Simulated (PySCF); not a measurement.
# Working out the excitation energy of Be

Be [He] 2s2 (1S) → Be [He] 2p2 (3P). All numbers are calculated (PySCF 2.14, the non-relativistic Hamiltonian (point nucleus), in def2-TZVPPD (5s4p1d, 22 functions)). Frozen: nothing. Energies in hartree (1 hartree = 27.21139 eV):

| part | Be (lower) | Be (upper) |
| --- | --- | --- |
| UHF | -14.572580 | -14.335054 |
| CCSD correlation | -0.076429 | -0.039640 |
| (T) | -0.000284 | -0.000032 |

Q: What does Hartree-Fock give?

A: (-14.335054) − (-14.572580) = 0.237526 hartree = 6.463 eV.

Q: What do CCSD and CCSD(T) give?

A: The CCSD correlation energies differ by 0.036789 hartree = 1.001 eV and the triples by 0.000252 hartree = 0.007 eV, so CCSD gives 7.464 eV and CCSD(T) 7.471 eV.

Measured between the centres of the two terms (NIST): 7.401 eV, so CCSD(T) (valence and next inner shell) is off by 0.070 eV.

What remains against the reference includes basis incompleteness and higher excitations.
